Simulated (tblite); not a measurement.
C8H9O2P.
SMILES with atom numbers: `[CH3:1][O:2][c:3]1[cH:4][c:5]([CH3:6])[cH:7][c:8]([CH:9]=[O:10])[p:11]1` (hydrogens: H12, H13, H14 on C1; H15 on C4; H16, H17, H18 on C6; H19 on C7; H20 on C9)

Cartesian coordinates in Å at the GFN2-xTB level; atoms count from 1:
```
atom  x, y, z in Å
C1     3.341   -0.980   -0.702
O2     2.524   -0.393    0.278
C3     1.210   -0.239   -0.021
C4     0.449    0.350    0.982
C5    -0.911    0.618    0.909
C6    -1.593    1.285    2.064
C7    -1.639    0.301   -0.229
C8    -1.098   -0.298   -1.357
C9    -1.968   -0.589   -2.498
O10   -3.147   -0.345   -2.566
P11    0.574   -0.763   -1.573
H12    3.009   -1.999   -0.932
H13    4.347   -1.004   -0.287
H14    3.334   -0.391   -1.626
H15    0.986    0.613    1.884
H16   -1.543    2.368    1.945
H17   -1.109    1.028    3.003
H18   -2.641    1.000    2.112
H19   -2.698    0.525   -0.264
H20   -1.433   -1.076   -3.341
```

Method: GFN2-xTB as coded in tblite; computed harmonic values from a numerical Hessian at the method's own geometry, unscaled. Against measured fundamentals such values can be off by several per cent, at times by over 20. One conformer, not necessarily the lowest.

Harmonic wavenumbers (cm⁻¹): 28.3, 68.4, 104.9, 149.0, 149.7, 178.6, 201.8, 204.4, 240.6, 306.1, 344.6, 406.7, 424.1, 483.2, 490.3, 524.0, 568.0, 620.1, 736.4, 816.0, 836.6, 893.1, 919.9, 984.0, 1021.1, 1028.1, 1042.8, 1106.1, 1119.0, 1132.7, 1170.3, 1235.4, 1255.5, 1344.8, 1363.1, 1395.1, 1402.7, 1403.1, 1452.8, 1459.9, 1464.4, 1477.8, 1495.7, 1563.3, 1737.1, 2724.3, 2913.4, 2930.9, 2998.6, 3030.5, 3043.1, 3045.5, 3062.8, 3065.8.

A = 1318, B = 769.6, C = 488.8 MHz; mass 168.034 u (most abundant isotopes); point group C1, symmetry number 1.

Q: What is the zero-point energy?

A: ½Σν̃ = 32582 cm⁻¹ = 93.16 kcal/mol.

Q: Entropy at 298.15 K, 1 bar (ideal gas, RRHO, classical rotation)?

A: Translation 41.29, rotation 30.85, vibration 36.24: S = 108.4 cal/(mol K).

Q: And Cp and H(298.15 K) − H(0)?

A: Cp = 43.78 cal/(mol K), of which vibrations give 35.83 (their classical limit is 54 R = 107.3); H(298.15 K) − H(0) = 7.98 kcal/mol without the zero-point energy, 5.61 from vibrations.

Q: Blend soft modes into free rotors: weight 1/[1 + (100 cm⁻¹/ν̃)⁴] for the oscillator and the rest for a rotor with moment μB/(μ + B), μ = h/(8π²ν), B = 10⁻⁴⁴ kg m². What vibrational entropy results?

A: 33.32 cal/(mol K) in place of 36.24, which changes −T·S at 298.15 K by +0.87 kcal/mol.

Q: Which modes carry the vibrational entropy at 298.15 K?

A: 28.3 cm⁻¹: 5.95; 68.4 cm⁻¹: 4.20; 104.9 cm⁻¹: 3.36; 149.0 cm⁻¹: 2.68; 149.7 cm⁻¹: 2.68; 178.6 cm⁻¹: 2.34 cal/(mol K); the other 48 give 15.03 together.

Q: How do the functions run with temperature in this model?

A: 
```json
{"T (K)": "50", "S (cal/(mol K))": "62.2", "Cp (cal/(mol K))": "14.1", "H − H(0) (kcal/mol)": "0.53", "G − H(0) (kcal/mol)": "-2.58", "ln q(vib)": "0.83"}
{"T (K)": "100", "S (cal/(mol K))": "74.4", "Cp (cal/(mol K))": "21.7", "H − H(0) (kcal/mol)": "1.43", "G − H(0) (kcal/mol)": "-6.01", "ln q(vib)": "2.31"}
{"T (K)": "373.15", "S (cal/(mol K))": "119.1", "Cp (cal/(mol K))": "51.5", "H − H(0) (kcal/mol)": "11.56", "G − H(0) (kcal/mol)": "-32.87", "ln q(vib)": "11.12"}
{"T (K)": "500", "S (cal/(mol K))": "135.8", "Cp (cal/(mol K))": "63.0", "H − H(0) (kcal/mol)": "18.85", "G − H(0) (kcal/mol)": "-49.04", "ln q(vib)": "14.99"}
{"T (K)": "750", "S (cal/(mol K))": "164.6", "Cp (cal/(mol K))": "79.1", "H − H(0) (kcal/mol)": "36.77", "G − H(0) (kcal/mol)": "-86.70", "ln q(vib)": "22.18"}
{"T (K)": "1000", "S (cal/(mol K))": "188.9", "Cp (cal/(mol K))": "89.2", "H − H(0) (kcal/mol)": "57.90", "G − H(0) (kcal/mol)": "-130.97", "ln q(vib)": "28.77"}
```

q(vib) and H(0) count from the zero-point level.

Q: What must be added to the electronic energy to get the Gibbs energy at 298.15 K and 1 bar?

A: ZPE + [H(298.15 K) − H(0)] − T·S = 93.16 + 7.98 − 32.32 = 68.82 kcal/mol.

Hindered rotation and anharmonicity are outside this model. Other conformers, if any are populated, would add a mixing term that is left out. The structure is chiral; the term R ln 2 for an equal mix with its mirror image is left out.
